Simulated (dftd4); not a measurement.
BF₃, charge -1, doublet, geometry from GFN2-xTB (a state made from the parent by changing its charge; the spin is typed, not shown lowest); D4 for blyp in dftd4.

dftd4 was given this input:
```
$ dftd4 mol.xyz --func blyp --charge -1 --json dftd4.json --noedisp --property

# file mol.xyz
4

B     -0.01665964     0.22066266     0.40640217
F     -1.17616439    -0.61899512     0.19030536
F      0.04332344     1.13683746    -0.71306201
F      1.14209631    -0.64043271     0.29697767
```

Q: Write the output that dftd4 gives for this input, abridged.

A: 
```
                    ____  _____ _____     ____  _  _
      -------------|  _ \|  ___|_   _|---|  _ \| || |------------
     |             | | | | |_    | | ___ | | | | || |_           |
     |             | |_| |  _|   | ||___|| |_| |__   _|          |
     |             |____/|_|     |_|     |____/   |_|            |
     |             ===================================           |
     |            E. Caldeweyher, S. Ehlert & S. Grimme          |
     |          Mulliken Center for Theoretical Chemistry        |
     |                    University of Bonn                     |
      -----------------------------------------------------------

Rational (Becke-Johnson) damping: blyp-D4-ATM
---------------------
  s6         1.0000
  s8         2.3408
  s9         1.0000
  a1         0.4449
  a2         4.0933
 alp        16.0000
--------------------

Atomic data, radii in Ångström:
------------------------------------------------------
   Z          R(cov)      r4/r2   hardness         EN
------------------------------------------------------
   5 B        1.0267     1.9286     0.3395     2.0400
   9 F        0.8533     1.2638     0.6693     3.9800
------------------------------------------------------

Atomic reference systems (in atomic units):
----------------------------------------------------------------------------
   Z        #      CN     q+Z       C6(AA)   #      CN     q+Z       C6(AA)
----------------------------------------------------------------------------
   5 B      1  0.0000  5.0000     108.2943   2  0.9302  4.8954      83.5174
            3  1.8632  4.7985      66.2710   4  2.7915  4.7178      46.1170
            5  4.4133  4.6596      44.5254
   9 F      1  0.0000  9.0000       9.7374   2  0.7408  8.7523      11.7796
----------------------------------------------------------------------------

Atomic properties (in atomic units):
----------------------------------------------------------------------------
     #    Z              CN          q      C6(AA)        C8(AA)   alpha(0)
----------------------------------------------------------------------------
     1    5 B        2.1515    -0.0660     56.3212     2244.1973    14.6103
     2    9 F        0.7173    -0.3113     12.5075      214.0189     4.0748
     3    9 F        0.7173    -0.3113     12.5075      214.0189     4.0748
     4    9 F        0.7173    -0.3113     12.5075      214.0189     4.0748
----------------------------------------------------------------------------

Molecular properties (in atomic units):
----------------------------------------
 molecular C6                 313.5833
 molecular C8                7948.5915
----------------------------------------

Dispersion energy:      -4.3528371609130E-03 Eh

[Info] JSON dump of results written to 'dftd4.json'
```
